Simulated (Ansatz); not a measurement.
C₂H₉BFP from Hartree–Fock to CCSD(T)

```csv
atom,x (Å),y (Å),z (Å)
C1,0.870,-1.263,0.998
B2,0.977,-0.143,-0.089
C3,0.758,-0.360,-1.623
F4,1.419,1.061,0.307
P5,-1.907,1.215,0.498
H6,1.793,-1.858,0.973
H7,0.050,-1.957,0.802
H8,0.772,-0.864,2.010
H9,1.664,-0.821,-2.039
H10,0.594,0.573,-2.164
H11,-0.063,-1.049,-1.833
H12,-3.325,1.210,0.557
H13,-1.843,2.459,-0.178
H14,-1.759,1.798,1.782
```

Charge 0, multiplicity 1. The bonds changed during the relaxation, so this is another structure than the one it started from. Geometry: relaxed with PBE0-D4/def2-TZVP. It is one conformer, not always the lowest. Frozen core, restricted reference, Ansatz. CBS rows extrapolate triple and quadruple zeta; past MP2 they add the triple-zeta difference.

| basis | HF (Eh) | MP2 corr. |
| --- | --- | --- |
| def2-SVP | -545.64291 | -0.69351 |
| def2-TZVPP | -546.00030 | -0.87848 |
| def2-QZVPP | -546.01970 | -0.94401 |

**Question.** Estimate the CCSD correlation energy and the (T) correction in each basis where they were run (hartree).

**Answer.** 
| basis | CCSD corr. | (T) |
| --- | --- | --- |
| def2-SVP | -0.76379 | -0.01812 |
| def2-TZVPP | -0.94131 | -0.03227 |
| CBS(def2) | -1.05537 | as TZ |
